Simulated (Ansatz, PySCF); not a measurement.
Gas-phase reaction in SMILES: F[As](F)F [trifluoroarsane] → F[As](F)F as doublet, charge +1 + e-
Geometries: B3LYP-D3(BJ)/def2-TZVP minima from Ansatz (a first-principles code). A spin state is the lowest found, not a proven ground state.

Quantity: adiabatic ionisation energy (0 K, with B3LYP-D3(BJ) harmonic zero-point energies from PySCF), in eV. Valence correlation only, unless marked. UHF or UKS for open shells. Spin-orbit coupling is left out. The frozen core is the preceding noble-gas configuration, with the filled d and f shells of earlier blocks. Non-relativistic. CBS(X,Y): correlation extrapolated as X^-3; Hartree-Fock from the larger set. [CCSD(T)-MP2]/basis is that difference in the basis named.

RI-MP2/CBS(cc-pVTZ,cc-pVQZ)+[CCSD(T)-MP2]/cc-pVTZ (Ansatz) gives 12.21 eV.

Another calculation gave 12.01 eV. Which level was it?
(A) revPBE/def2-TZVPD (Ansatz)
(B) SVWN5/def2-TZVPD (Ansatz)
(C) r2SCANh/def2-TZVPD (Ansatz)
(D) CAM-B3LYP/def2-TZVPD (Ansatz)

C, r2SCANh/def2-TZVPD (Ansatz). The others give 11.86 (revPBE), 12.16 (SVWN5), 12.33 (CAM-B3LYP) eV.
